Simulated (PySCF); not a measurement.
Species: 2-butoxy-1,3,2-dioxaphospholane 2-oxide, C₆H₁₃O₄P.
Bonds: C1–C2, C2–C3, C3–C4, C4–O5, O5–P6, P6–O7 (double), P6–O8, O8–C9, C9–C10, C10–O11, P6–O11. Hydrogens: H12, H13, H14 on C1; H15, H16 on C2; H17, H18 on C3; H19, H20 on C4; H21, H22 on C9; H23, H24 on C10.

Computed by this run: PySCF, PBE0-D3(BJ)/def2-SVP geometry optimisation, gas phase; density fitting, grid level 1; the optimiser is geomeTRIC in internal coordinates, started from a GFN2-xTB structure.

Step 0: E = -23879.8449 eV
```
atom  x, y, z in Å  |  force x, y, z in eV/Å
C1      3.5716    0.9133   -0.5534   -0.190  -0.557   0.368
C2      2.8268   -0.2140    0.1511   -0.400   0.573  -0.489
C3      1.3323   -0.1765   -0.1564    0.266  -0.647   0.507
C4      0.5684   -1.2647    0.5850    0.246   0.294  -0.401
O5     -0.8260   -1.1827    0.3213   -0.234   0.031   0.033
P6     -1.6172    0.0427    0.9932   -0.419  -0.305  -0.809
O7     -1.0664    0.5274    2.2431    0.517   0.480   1.119
O8     -3.1296   -0.4923    0.9733   -0.122  -0.124   0.110
C9     -3.6830   -0.3359   -0.3131    0.036   0.180  -0.068
C10    -2.9204    0.8279   -0.9969   -0.156  -0.032   0.111
O11    -1.8080    1.1343   -0.1911    0.232  -0.039   0.105
H12     4.6320    0.8772   -0.3157    0.460   0.068   0.036
H13     3.1816    1.8785   -0.2397   -0.127   0.457   0.088
H14     3.4584    0.8322   -1.6322   -0.016   0.026  -0.475
H15     3.2374   -1.1761   -0.1633    0.157  -0.363  -0.010
H16     2.9712   -0.1260    1.2293    0.095  -0.063   0.399
H17     0.9108    0.7849    0.1502   -0.011   0.357  -0.002
H18     1.1690   -0.2895   -1.2307   -0.125   0.036  -0.345
H19     0.7325   -1.1620    1.6617    0.072  -0.073   0.265
H20     0.8710   -2.2643    0.2617    0.113  -0.199  -0.021
H21    -4.7464   -0.1180   -0.1947   -0.238   0.003  -0.056
H22    -3.5574   -1.2618   -0.8815   -0.042  -0.269  -0.114
H23    -3.5376    1.7279   -1.0697   -0.136   0.178  -0.083
H24    -2.5827    0.5372   -1.9954    0.022  -0.013  -0.269
```

Q: Estimate the geometry and energy of step 1. (The exact step hangs on the optimiser's Hessian estimate; all steps are aligned on step 0, rigid shifts and turns removed.)

A: E = -23879.9246 eV, largest force 0.163 eV/Å
```
atom  x, y, z in Å  |  force x, y, z in eV/Å
C1      3.6460    0.8715   -0.5700    0.005   0.089  -0.049
C2      2.8722   -0.2291    0.1332    0.045  -0.106   0.100
C3      1.3751   -0.1581   -0.1243   -0.068   0.102  -0.104
C4      0.5972   -1.2193    0.6226   -0.048  -0.063   0.084
O5     -0.8094   -1.1454    0.3674    0.078  -0.023  -0.036
P6     -1.6752    0.0499    0.9999    0.102   0.018   0.126
O7     -1.1654    0.5787    2.2729   -0.100  -0.024  -0.097
O8     -3.1735   -0.5487    0.9340    0.029   0.029   0.010
C9     -3.7254   -0.3754   -0.3586   -0.008  -0.033  -0.033
C10    -3.0200    0.8511   -0.9868   -0.001   0.012  -0.011
O11    -1.8671    1.1151   -0.2091   -0.019  -0.012  -0.075
H12     4.7215    0.8281   -0.3390   -0.022  -0.018  -0.005
H13     3.2789    1.8655   -0.2642    0.029  -0.026  -0.017
H14     3.5358    0.8032   -1.6651    0.002   0.004   0.032
H15     3.2593   -1.2164   -0.1815   -0.031   0.036   0.020
H16     3.0516   -0.1680    1.2229    0.002  -0.008  -0.058
H17     1.0038    0.8377    0.1806    0.010  -0.046   0.002
H18     1.1658   -0.2489   -1.2058    0.001   0.003   0.050
H19     0.7663   -1.1296    1.7092   -0.003   0.000  -0.034
H20     0.8992   -2.2304    0.3077   -0.018   0.035   0.012
H21    -4.8088   -0.2212   -0.2558    0.019  -0.008   0.004
H22    -3.5536   -1.2885   -0.9532    0.014   0.027   0.011
H23    -3.6609    1.7463   -0.9713    0.008  -0.002   0.030
H24    -2.7253    0.6514   -2.0297   -0.026   0.016   0.039
```

The energy changes by -0.0797 eV. The first-order estimate −F·Δx gives -0.1568 eV and the mean of the old and new forces, exact on a quadratic surface, -0.0782 eV. The step makes an angle of 83° with the force vector and moves no atom by more than 0.186 Å.

What follows is the cost of the whole optimisation. The run took 5.1 min of wall time on one thread, Intel Xeon 6975P-C (x86_64), shared host, and the process peaked at 1.2 GiB of memory.
